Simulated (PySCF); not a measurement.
Compound: C5H8O2S (charge +1 and doublet state).
Cartesian coordinates in Å at the GFN2-xTB level; atoms count from 1:
```
atom  x, y, z in Å
C1     2.7116    0.2807    0.6699
O2     1.5021   -0.3095    1.0997
C3     0.4951   -0.4454    0.1940
S4    -0.5715   -1.8045    0.7474
C5    -2.1168   -0.8593    0.5733
C6    -1.8318    0.4104   -0.2020
C7    -0.4101    0.8395    0.0270
O8     0.0615    1.9215    0.0537
H9     2.5430    1.3334    0.4102
H10    3.1330   -0.2376   -0.1961
H11    3.3942    0.2159    1.5149
H12    0.8472   -0.6562   -0.8323
H13   -2.8568   -1.4977    0.0889
H14   -2.4688   -0.6510    1.5861
H15   -1.9259    0.2500   -1.2819
H16   -2.5135    1.2186    0.0708
```

The hyperfine couplings belong to this conformer and change with its torsions.

Identity: `CO[C@H]1[S+]CCC1=O` [radical] (charge +1).

The calculation used UKS B3LYP, pcH-1 on C H O S, non-relativistic, mean-field spin-orbit, GIAO in PySCF. The structure is a single GFN2-xTB conformer in the gas phase; no vibrational or solvent corrections. A GFN2-xTB geometry isn't a minimum of the functional, and hyperfine couplings can be far from their values at a DFT geometry, by a factor of two or more for some ions and for spin on atoms past the first row. The SCF solution wasn't tested for stability.

Task: The isotropic 17O couplings are -30.0, -10.4 MHz. Assign them to O2; O8.

Result: 
```tsv
site	a_iso (MHz)	ρ(0) (bohr⁻³)	position	distance from S4 (Å)	spin population	largest |T| (MHz)
O2	-30.0	+0.0490	2 bonds from S4	2.58	+0.18	62.0
O8	-10.4	+0.0172	3 bonds from S4	3.84	+0.17	52.4
```

ρ(0) is the spin density at the nucleus and T the dipolar tensor; a_iso includes a spin–orbit part; entries for several nuclei are means. The Mulliken spin populations are largest on S4 (+0.47), O2 (+0.18) and O8 (+0.17). Three atoms exceed +0.15.

The spin density at the nucleus, in bohr⁻³, is negative for C3 (-0.0210), C5 (-0.0094) and C7 (-0.0082), for instance. A restricted open-shell determinant has no negative spin density anywhere; here it arises because α and β orbitals differ (spin polarisation).

Class means assume fast exchange of nuclei equivalent by connectivity; if that motion is slow, each nucleus keeps its own coupling. The three 1H nuclei of mean +30.4 MHz run from 1.5 to 67.2 MHz in the frozen geometry.

S4, the radical centre as drawn in `CO[C@H]1[S+]CCC1=O`, holds a spin population of +0.47 out of 1.
